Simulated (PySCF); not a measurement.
Atom-mapped SMILES (the numbers label the heavy atoms): `[CH3:1][c:2]1[cH:3][cH:4][cH:5][cH:6][cH:7]1` (H(Xn): hydrogen on atom n).

GIAO shifts from PySCF on PBE0-D3(BJ)/def2-SVP geometries (one conformer, non-relativistic, equivalent nuclei averaged), against TMS at the same level and in the same medium; PCM means IEF-PCM chloroform.

Measured (solution, not stated per compound (mostly CDCl3 or CCl4); Pretsch, Buehlmann, Badertscher, Structure Determination of Organic Compounds, 4th ed. (2009); solution, CDCl3, 298 K; Fulmer et al., Organometallics 2010, 29, 2176; solution, not stated in the table (CDCl3 in this author's series); The use of chemical shift calculations in the conformational analysis of substituted benzenes, New J. Chem. 2019 (ESI)): C1 21.4, C2 137.9, C3/C7 129.1, C4/C6 128.3, C5 125.3, H(C3)/H(C7) 7.18, H(C4)/H(C6) 7.25, H(C5) 7.17, H(C1) 2.35 ppm.

Which unscaled values do B3LYP/pcSseg-2, gas; PBE0/pcSseg-1, PCM; WP04/pcSseg-1, PCM; wB97X-D/pcSseg-1, PCM give, and how close are they?

Answers


| atoms | measured | B3LYP/pcSseg-2, gas | PBE0/pcSseg-1, PCM | WP04/pcSseg-1, PCM | wB97X-D/pcSseg-1, PCM |
| --- | --- | --- | --- | --- | --- |
| C1 | 21.4 | 24.1 | 23.6 | 24.3 | 23.3 |
| C2 | 137.9 | 150.0 | 145.0 | 145.4 | 146.4 |
| C3/C7 | 129.1 | 138.8 | 135.6 | 135.1 | 136.6 |
| C4/C6 | 128.3 | 138.0 | 134.8 | 134.0 | 136.1 |
| C5 | 125.3 | 134.7 | 131.6 | 131.4 | 132.7 |
| H(C3)/H(C7) | 7.18 | 7.34 | 7.45 | 7.11 | 7.47 |
| H(C4)/H(C6) | 7.25 | 7.39 | 7.52 | 7.17 | 7.53 |
| H(C5) | 7.17 | 7.27 | 7.38 | 7.07 | 7.39 |
| H(C1) | 2.35 | 2.44 | 2.45 | 2.36 | 2.43 |

Mean absolute error for ¹³C: B3LYP/pcSseg-2, gas 8.7, PBE0/pcSseg-1, PCM 5.7, WP04/pcSseg-1, PCM 5.6, wB97X-D/pcSseg-1, PCM 6.6 ppm.

Mean absolute error for ¹H: B3LYP/pcSseg-2, gas 0.12, PBE0/pcSseg-1, PCM 0.21, WP04/pcSseg-1, PCM 0.06, wB97X-D/pcSseg-1, PCM 0.22 ppm.
